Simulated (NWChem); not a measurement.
## Basis-set convergence for Cl2Te

```xyz
3

Te     0.0000     0.0000    -0.5955
Cl     1.8514     0.0000     0.9108
Cl    -1.8514     0.0000     0.9108
```
Charge 0, spin multiplicity 1.

The numbers come from NWChem runs, not from measurements. All single points use one geometry, from PBE/def2-SVP with def2 effective core potentials on Te, a minimum by its harmonic frequencies.

Quantity: vertical ionisation energy at the level ΔMP2 (Δ: difference of total energies, the cation a doublet at the parent's geometry with its hole in an orbital of symmetry b2 (C2v labels); it is the state that the SCF runs reached, from PBE0 orbitals for Hartree-Fock references, and need not be the lowest).

Effective core potentials replace the inner electrons of Te; spin-orbit coupling is left out. The correlated methods keep 14 core orbitals frozen. The structure started from a generated list of species. No SCF solution was tested for a lower state. Open-shell Hartree-Fock references start from PBE0 orbitals; any time given for them includes that run.

Costs are rough ratios of processor time within this set of runs, SCF included, with def2-SVP as 1.

**Question.** In def2-QZVP the value is 9.15 eV. Among def2-SVP, def2-SVPD, def2-TZVP, def2-TZVPP, def2-TZVPD, which is the smallest basis within 0.05 eV of it?

**Answer.** No smaller set comes that close. def2-QZVP isn't the basis-set limit itself, and a small set can land close by cancellation.

```json
[
 {"basis": "def2-SVP", "functions": "62", "vertical ionisation energy (eV)": "8.68", "relative cost": "1"},
 {"basis": "def2-SVPD", "functions": "89", "vertical ionisation energy (eV)": "8.90", "relative cost": "under 3"},
 {"basis": "def2-TZVP", "functions": "124", "vertical ionisation energy (eV)": "9.02", "relative cost": "4"},
 {"basis": "def2-TZVPP", "functions": "134", "vertical ionisation energy (eV)": "9.02", "relative cost": "4"},
 {"basis": "def2-TZVPD", "functions": "151", "vertical ionisation energy (eV)": "9.06", "relative cost": "7"},
 {"basis": "def2-QZVP", "functions": "222", "vertical ionisation energy (eV)": "9.15", "relative cost": "90"}
]
```
